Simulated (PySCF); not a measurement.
Telling isomers of C₁₁H₁₀ apart by NMR

[PySCF 2.14.0 with density-fitted response routines: PBE0/pcSseg-1 with gauge-including orbitals; GFN2-xTB structure; a single conformation; fast rotation and ring inversion assumed for equivalent nuclei; in vacuum; relativity neglected]

δ = σ(ref) − σ, references computed at the same level: ¹H (σ = 31.72 ppm), ¹³C (σ = 186.93 ppm) vs TMS. Where no couplings were computed, multiplicities follow the n + 1 count of equivalent neighbours, and m marks all less simple cases (inequivalent or close neighbours, rings, F or P nearby). Shifts are as computed. Against solution values, carbons near 30 ppm lie about +3 ppm off and those near 130 ppm about +5 ppm. Of 1211 compounds with measured shifts, 218 miss one by over three times the rms of a fit or turn the order of signals round; such compounds aren't used in these exercises.

(1) Tabulate the signals of `C#CC1=CCC=C[C@@H]1C#CC`, `CC#Cc1ccc2c(c1)CC2`, `C#Cc1cccc(CC=C)c1` and their relative energies.

(2) What is the quickest way to tell CC#Cc1ccc2c(c1)CC2 from C#Cc1cccc(CC=C)c1?

(3) What is the quickest way to tell C#CC1=CCC=C[C@@H]1C#CC from C#Cc1cccc(CC=C)c1?

(4) What is the quickest way to tell C#CC1=CCC=C[C@@H]1C#CC from CC#Cc1ccc2c(c1)CC2?

## Answers

(1) 
```tsv
SMILES	carbon types	δC	δH	E rel. (kcal/mol)
C#CC1=CCC=C[C@@H]1C#CC	4×C 5×CH 1×CH2 1×CH3	143.1, 134.6, 131.2, 127.4, 89.1, 85.9, 85.1, 83.1, 35.2, 31.8, 4.8	6.58 (m, 1H), 6.17 (m, 1H), 6.00 (m, 1H), 3.66 (m, 1H), 3.08 (m, 1H), 2.82 (m, 1H), 2.59 (s, 1H), 1.97 (s, 3H)	50.9
CC#Cc1ccc2c(c1)CC2	5×C 3×CH 2×CH2 1×CH3	150.7, 150.2, 137.5, 132.2, 127.3, 127.3, 94.1, 88.5, 30.7, 30.3, 5.8	7.63 (d, 1H), 7.44 (s, 1H), 7.27 (d, 1H), 3.25 (m, 2H), 3.23 (m, 2H), 2.26 (s, 3H)	0.0
C#Cc1cccc(CC=C)c1	3×C 6×CH 2×CH2	149.4, 146.6, 139.1, 137.3, 135.7, 134.2, 127.1, 119.2, 89.4, 86.9, 47.6	7.73 (m, 1H), 7.71 (s, 1H), 7.60 (m, 1H), 7.47 (m, 1H), 6.06 (m, 1H), 5.46 (m, 1H), 5.16 (m, 1H), 3.39 (d, 2H), 2.79 (s, 1H)	1.8
```

Energies are electronic energies at PBE0/pcSseg-1 on these geometries, without zero-point or thermal terms, each for the one conformer computed, which needn't be the lowest.

(2) Both give the same number of carbon signals, but DEPT or the intensities differ. The first has a propargylic methyl carbon (CH3) at 5.8 ppm, the second a terminal =CH2 carbon at 119.2 ppm. Their most deshielded carbons lie at 150.7 and 149.4 ppm.

(3) Both give the same number of carbon signals, but DEPT or the intensities differ. The first has a propargylic methyl carbon (CH3) at 4.8 ppm, the second a terminal =CH2 carbon at 119.2 ppm. Their most deshielded carbons lie at 143.1 and 149.4 ppm. In the proton spectra the most deshielded non-exchanging signals are 6.58 (m, 1H) and 7.73 (m, 1H).

(4) Both give the same number of carbon signals, but DEPT or the intensities differ. The first has an allylic sp3 CH at 35.2 ppm, the second a substituted aromatic carbon (C) at 150.7 ppm. Their most deshielded carbons lie at 143.1 and 150.7 ppm. In the proton spectra the most deshielded non-exchanging signals are 6.58 (m, 1H) and 7.63 (d, 1H).
